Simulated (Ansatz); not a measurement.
Harmonic frequencies (cm⁻¹) at PBE0-D4/def2-TZVP from Ansatz: 60, 85, 91, 94, 122, 159, 216, 248, 266, 284, 364, 383, 588, 636, 666, 725, 1005, 1114, 1115, 1158, 1177, 1189, 1366, 1438, 1472, 1473, 1474, 1487, 1492, 3015, 3027, 3084, 3088, 3105, 3111, 3921.

Each molecule was computed in one conformer, which needn't be the lowest.

(1) Which molecule is it?
A. `C[N]=[W](=[O])([OH])[O]C`
B. `[NH]=[W](=[NH])([NH2])[OH]`
C. `C[O][W]([NH2])(=[S])=[S]`
D. `[OH][W]([OH])([OH])([OH])=[S]`

Results:

(1) A.
